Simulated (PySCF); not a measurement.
Worked example: entropy of an ideal gas

CH2F, SMILES [CH2]F (connectivity only; charge and spin as stated), charge +1, multiplicity 1.

Coordinates come from a PBE0-D3(BJ)/def2-TZVPD optimisation. The multiplicity is an assumed one; other spin states were not compared. The isomer is the one that the SMILES or the coordinates give; other isomers of the formula were not compared.

PySCF with PBE0-D3(BJ)/def2-TZVPD gives the harmonic wavenumbers 1245, 1288, 1450, 1619, 3043, 3207 cm⁻¹ and the rotational temperatures 12.6080, 1.7305, 1.5216 K. The molar mass is 33.03 g/mol, the symmetry number 2, the spin multiplicity 1.

Work out the entropy at 298.15 K and 1 atm in the rigid-rotor, harmonic-oscillator model.


Translation (Sackur–Tetrode at 1 atm): S = R[1.5 ln M + 2.5 ln T − 1.16487] = 152.4 J/(mol K).
Rotation: q = (√π/σ) T^1.5/√(θA θB θC) = 792, S = R[ln q + 3/2] = 68.0 J/(mol K).
Vibration: with u = 1.4388 ν/T, each mode gives R[u/(e^u − 1) − ln(1 − e^−u)]:
```tsv
ν (cm⁻¹)	modes	u	S (J/(mol K))
1245	1	6.01	0.14
1288	1	6.22	0.12
1450	1	7.00	0.06
1619	1	7.81	0.03
```
The stiffer modes add less than 0.005 each. Sum 0.4 J/(mol K).
Spin: R ln 1 = 0.0 J/(mol K).
Total 220.7 J/(mol K); the program's own thermochemistry gives 220.7. Translation makes up 69 % and vibration 0 %. Anharmonicity, hindered rotation and orbital degeneracy are left out.
